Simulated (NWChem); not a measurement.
System: MgHCl; SMILES [MgH][Cl]

The following NWChem deck was run.

```
start job
memory heap 200 mb stack 900 mb global 1100 mb
geometry units angstroms noautosym nocenter noautoz
  Mg    -0.001929     1.135785     0.000000
  H     -0.007709     2.829044     0.000000
  Cl     0.001422    -1.075646     0.000000
end
basis spherical
  * library 6-311g**
end
dft
  xc b3lyp
  iterations 150
end
tddft
  cis
  ecut -98.0
  nroots 6
  notriplet
end
task tddft energy
```

NWChem printed, in part:

```
             Northwest Computational Chemistry Package (NWChem) 7.3.0
             --------------------------------------------------------

                             Geometry "geometry" -> ""
                             -------------------------

 Output coordinates in angstroms (scale by  1.889725989 to convert to a.u.)

  No.       Tag          Charge          X              Y              Z
 ---- ---------------- ---------- -------------- -------------- --------------
    1 Mg                  12.0000    -0.00192900     1.13578500     0.00000000
    2 H                    1.0000    -0.00770900     2.82904400     0.00000000
    3 Cl                  17.0000     0.00142200    -1.07564600     0.00000000

 Effective nuclear repulsion energy (a.u.)      54.8695769742

                                 NWChem DFT Module
                                 -----------------

 Summary of "ao basis" -> "ao basis" (spherical)
 ------------------------------------------------------------------------------
       Tag                 Description            Shells   Functions and Types
 ---------------- ------------------------------  ------  ---------------------
 Mg                         6-311g**                12       26   6s5p1d
 H                          6-311g**                 4        6   3s1p
 Cl                         6-311g**                12       26   6s5p1d

            General Information
            -------------------
          SCF calculation type: DFT
          Wavefunction type:  closed shell.
          No. of atoms     :     3
          No. of electrons :    30
           Alpha electrons :    15
            Beta electrons :    15
          Charge           :     0
          Spin multiplicity:     1
          Use of symmetry is: off; symmetry adaption is: off
          Maximum number of iterations: 150
          AO basis - number of functions:    58
                     number of shells:    28
          Convergence on energy requested:  1.00D-06
          Convergence on density requested:  1.00D-05
          Convergence on gradient requested:  5.00D-04

              XC Information
              --------------
                         B3LYP Method XC Potential
                     Hartree-Fock (Exact) Exchange  0.200
                        Slater Exchange Functional  0.800 local
                    Becke 1988 Exchange Functional  0.720 non-local
              Lee-Yang-Parr Correlation Functional  0.810
                  VWN I RPA Correlation Functional  0.190 local

             Grid Information
             ----------------
          Grid used for XC integration:  medium
          Radial quadrature: Mura-Knowles
          Angular quadrature: Lebedev.
          Tag              B.-S. Rad. Rad. Pts. Rad. Cut. Ang. Pts.
          ---              ---------- --------- --------- ---------
          Mg                  1.50       88           9.0       590
          H                   0.35       45          11.0       434
          Cl                  1.00       88          11.0       590
          Grid pruning is: on
          Number of quadrature shells:   221
          Spatial weights used:  Erf1

      Superposition of Atomic Density Guess
      -------------------------------------

 Sum of atomic energies:        -659.58322204

      Non-variational initial energy
      ------------------------------

 Total energy =    -659.654237
 1-e energy   =   -1024.022194
 2-e energy   =     309.498380
 HOMO         =      -0.377815
 LUMO         =      -0.030936

   convergence    iter        energy       DeltaE   RMS-Dens  Diis-err
 ---------------- ----- ----------------- --------- --------- ---------
 d= 0,ls=0.0,diis     1   -660.9488856456 -7.16D+02  1.31D-02  8.88D-01
 d= 0,ls=0.0,diis     2   -660.9578639471 -8.98D-03  9.81D-03  2.11D-01
 d= 0,ls=0.0,diis     3   -660.9760260733 -1.82D-02  3.57D-03  9.72D-02
 d= 0,ls=0.0,diis     4   -660.9883660213 -1.23D-02  3.99D-04  3.20D-04
 d= 0,ls=0.0,diis     5   -660.9884362611 -7.02D-05  5.69D-05  1.56D-05
  Resetting Diis
 d= 0,ls=0.0,diis     6   -660.9884385418 -2.28D-06  1.21D-05  7.38D-07
 d= 0,ls=0.0,diis     7   -660.9884386581 -1.16D-07  4.20D-06  1.76D-08

         Total DFT energy =     -660.988438658102
      One electron energy =    -1025.451436495031
           Coulomb energy =      354.772000157021
    Exchange-Corr. energy =      -45.178579294254
 Nuclear repulsion energy =       54.869576974162

 Numeric. integr. density =       30.000001554835

                       DFT Final Molecular Orbital Analysis
                       ------------------------------------

 Vector   13  Occ=2.000000D+00  E=-3.097704D-01
              MO Center=  1.3D-03, -1.0D+00,  8.1D-07, r^2= 1.4D+00
   Bfn.  Coefficient  Atom+Function         Bfn.  Coefficient  Atom+Function
  ----- ------------  ---------------      ----- ------------  ---------------
    48      0.548479  3 Cl px                51      0.346027  3 Cl px
    39     -0.335635  3 Cl px                45      0.247952  3 Cl px
    42     -0.082056  3 Cl px                16      0.054938  1 Mg px
    22     -0.053975  1 Mg d -2              13      0.036809  1 Mg px
    10     -0.027917  1 Mg px

 Vector   14  Occ=2.000000D+00  E=-3.097704D-01
              MO Center=  1.3D-03, -1.0D+00, -8.2D-07, r^2= 1.4D+00
   Bfn.  Coefficient  Atom+Function         Bfn.  Coefficient  Atom+Function
  ----- ------------  ---------------      ----- ------------  ---------------
    50      0.548480  3 Cl pz                53      0.346027  3 Cl pz
    41     -0.335636  3 Cl pz                47      0.247952  3 Cl pz
    44     -0.082056  3 Cl pz                18      0.054938  1 Mg pz
    23     -0.053975  1 Mg d -1              15      0.036809  1 Mg pz
    12     -0.027917  1 Mg pz

 Vector   15  Occ=2.000000D+00  E=-3.002421D-01
              MO Center= -5.6D-03,  2.1D+00, -8.5D-09, r^2= 2.8D+00
   Bfn.  Coefficient  Atom+Function         Bfn.  Coefficient  Atom+Function
  ----- ------------  ---------------      ----- ------------  ---------------
    28      0.297286  2 H  s                  5      0.265923  1 Mg s
    29      0.251047  2 H  s                 49     -0.214417  3 Cl py
    27      0.175703  2 H  s                 14      0.135391  1 Mg py
    52     -0.132778  3 Cl py                40      0.126965  3 Cl py
     4     -0.101559  1 Mg s                 11     -0.094618  1 Mg py

 Vector   16  Occ=0.000000D+00  E=-4.970140D-02
              MO Center=  1.2D-02,  8.9D-01, -9.3D-07, r^2= 5.4D+00
   Bfn.  Coefficient  Atom+Function         Bfn.  Coefficient  Atom+Function
  ----- ------------  ---------------      ----- ------------  ---------------
     6      0.925446  1 Mg s                 29     -0.550559  2 H  s
     5      0.393971  1 Mg s                 38     -0.280127  3 Cl s
    20     -0.213231  1 Mg py                49     -0.175331  3 Cl py
     4     -0.153336  1 Mg s                 28     -0.141300  2 H  s
    37     -0.136567  3 Cl s                 52     -0.128894  3 Cl py

 Vector   17  Occ=0.000000D+00  E=-3.057592D-02
              MO Center= -2.1D-03,  1.3D+00, -8.1D-05, r^2= 6.5D+00
   Bfn.  Coefficient  Atom+Function         Bfn.  Coefficient  Atom+Function
  ----- ------------  ---------------      ----- ------------  ---------------
    21      0.638684  1 Mg pz                18      0.399511  1 Mg pz
    53     -0.209879  3 Cl pz                15      0.150442  1 Mg pz
    50     -0.125048  3 Cl pz                12     -0.104956  1 Mg pz
    41      0.082372  3 Cl pz                 9     -0.076192  1 Mg pz
    47     -0.069546  3 Cl pz                23      0.025104  1 Mg d -1

 Vector   18  Occ=0.000000D+00  E=-3.057506D-02
              MO Center= -1.6D-02,  1.3D+00,  8.2D-05, r^2= 6.5D+00
   Bfn.  Coefficient  Atom+Function         Bfn.  Coefficient  Atom+Function
  ----- ------------  ---------------      ----- ------------  ---------------
    19      0.638668  1 Mg px                16      0.399501  1 Mg px
    51     -0.209875  3 Cl px                13      0.150436  1 Mg px
    48     -0.125047  3 Cl px                10     -0.104952  1 Mg px
    39      0.082371  3 Cl px                 7     -0.076189  1 Mg px
    45     -0.069545  3 Cl px                22      0.025099  1 Mg d -2

     Multipole analysis of the density
     ---------------------------------

     L   x y z        total         alpha         beta         nuclear
     -   - - -        -----         -----         ----         -------
     0   0 0 0     -0.000000    -15.000000    -15.000000     30.000000

     1   1 0 0      0.001728      0.007178      0.007178     -0.012629
     1   0 1 0      0.742734      2.098121      2.098121     -3.453508
     1   0 0 1      0.000000      0.000000      0.000000      0.000000

[...]

                                NWChem TDDFT Module
                                -------------------

            General Information
            -------------------
           No. of orbitals :     116
            Alpha orbitals :      58
             Beta orbitals :      58
        Alpha frozen cores :       0
         Beta frozen cores :       0
     Alpha frozen virtuals :       0
      Beta frozen virtuals :       0
         Spin multiplicity :       1
    Number of AO functions :      58
        Use of symmetry is : off
      Symmetry adaption is : off
         Schwarz screening :  0.10D-07

              XC Information
              --------------
                  B3LYP Method XC Potential
              Hartree-Fock (Exact) Exchange   0.20
                 Slater Exchange Functional   0.80 local
             Becke 1988 Exchange Functional   0.72 non-local
       Lee-Yang-Parr Correlation Functional   0.81
           VWN I RPA Correlation Functional   0.19 local

             TDDFT Information
             -----------------
          Calculation type : Tamm-Dancoff TDDFT
         Wavefunction type : Restricted singlets
          No. of electrons :      30
           Alpha electrons :      15
            Beta electrons :      15
              No. of roots :       6
          Max subspacesize :    5200
            Max iterations :     100
               Target root :       1
           Target symmetry : none
             Energy Cutoff :-0.98D+02
      Symmetry restriction : off
                 Algorithm : Optimal
        Davidson threshold :  0.10D-03

    6 smallest eigenvalue differences (eV)
--------------------------------------------------------
  No. Spin  Occ  Vir  Irrep   E(Occ)    E(Vir)   E(Diff)
--------------------------------------------------------
    1    1    1   16 a      -101.512    -0.050  2760.942
    2    1    1   17 a      -101.512    -0.031  2761.463
    3    1    1   18 a      -101.512    -0.031  2761.463
    4    1    1   19 a      -101.512     0.049  2763.625
    5    1    1   20 a      -101.512     0.090  2764.756
    6    1    1   21 a      -101.512     0.099  2764.981
--------------------------------------------------------

  Entering Davidson iterations
  Restricted singlet excited states

  Iter   NTrls   NConv    DeltaV     DeltaE      Time
  ----  ------  ------  ---------  ---------  ---------
    1      6       0     0.62E-01   0.10+100        1.9
    2     12       0     0.40E-02   0.17E-02        1.8
    3     18       0     0.47E-03   0.32E-05        1.9
    4     24       5     0.20E-03   0.25E-07        1.8
    5     25       6     0.96E-05   0.19E-08        1.5
  ----  ------  ------  ---------  ---------  ---------
  Convergence criterion met

  Ground state a        -660.988438658102 a.u.

  ----------------------------------------------------------------------------
  Root   1 singlet a            101.413886539 a.u.             2759.6134 eV
  ----------------------------------------------------------------------------
     Transition Moments    X -0.00001   Y -0.00417   Z  0.00000
     Dipole Oscillator Strength                    0.0011750415
     Electric Quadrupole                           0.0005652087
     Magnetic Dipole                               0.0000000076
     Total Oscillator Strength                     0.0017402578

     Occ.    1  a   ---  Virt.   16  a        0.99623
     Occ.    1  a   ---  Virt.   23  a       -0.05940
  ----------------------------------------------------------------------------
  Root   2 singlet a            101.442300209 a.u.             2760.3866 eV
  ----------------------------------------------------------------------------
     Transition Moments    X -0.00004   Y  0.00000   Z -0.00344
     Dipole Oscillator Strength                    0.0007985522
     Electric Quadrupole                           0.0002706595
     Magnetic Dipole                               0.0004314547
     Total Oscillator Strength                     0.0015006664

     Occ.    1  a   ---  Virt.   17  a        0.99667
     Occ.    1  a   ---  Virt.   21  a        0.05693
  ----------------------------------------------------------------------------
  Root   3 singlet a            101.442300740 a.u.             2760.3866 eV
  ----------------------------------------------------------------------------
     Transition Moments    X  0.00344   Y -0.00001   Z -0.00004
     Dipole Oscillator Strength                    0.0007985583
     Electric Quadrupole                           0.0002706639
     Magnetic Dipole                               0.0004314473
     Total Oscillator Strength                     0.0015006696

     Occ.    1  a   ---  Virt.   18  a       -0.99667
     Occ.    1  a   ---  Virt.   22  a       -0.05693
  ----------------------------------------------------------------------------
  Root   4 singlet a            101.534115746 a.u.             2762.8850 eV
  ----------------------------------------------------------------------------
     Transition Moments    X -0.00001   Y  0.00102   Z  0.00000
     Dipole Oscillator Strength                    0.0000709925
     Electric Quadrupole                           0.0000259236
     Magnetic Dipole                               0.0000000021
     Total Oscillator Strength                     0.0000969182

     Occ.    1  a   ---  Virt.   19  a       -0.97983
     Occ.    1  a   ---  Virt.   20  a       -0.19047
  ----------------------------------------------------------------------------
  Root   5 singlet a            101.558840750 a.u.             2763.5578 eV
  ----------------------------------------------------------------------------
     Transition Moments    X -0.00001   Y  0.00295   Z  0.00000
     Dipole Oscillator Strength                    0.0005907254
     Electric Quadrupole                           0.0002678465
     Magnetic Dipole                               0.0000000005
     Total Oscillator Strength                     0.0008585725

     Occ.    1  a   ---  Virt.   19  a        0.18791
     Occ.    1  a   ---  Virt.   20  a       -0.97875
     Occ.    1  a   ---  Virt.   23  a        0.05275
  ----------------------------------------------------------------------------
  Root   6 singlet a            101.577253845 a.u.             2764.0589 eV
  ----------------------------------------------------------------------------
     Transition Moments    X  0.00000   Y  0.00000   Z  0.00001
     Dipole Oscillator Strength                    0.0000000020
     Electric Quadrupole                           0.0000000486
     Magnetic Dipole                               0.0000003140
     Total Oscillator Strength                     0.0000003646

     Occ.    1  a   ---  Virt.   17  a       -0.05852
     Occ.    1  a   ---  Virt.   21  a        0.99631
     Occ.    1  a   ---  Virt.   25  a       -0.05167

              Target root =      1
          Target symmetry = none
      Ground state energy =   -660.988438658102
        Excitation energy =    101.413886538648
     Excited state energy =   -559.574552119454

  stored tddft:energy   -559.57455211945421
```

Level: B3LYP/6-311G** (spherical d), restricted-window TDA. All runs use the structure optimised with B3LYP/6-31G* (spherical d). The quadrupole and magnetic terms of the printed total strengths depend on the origin.
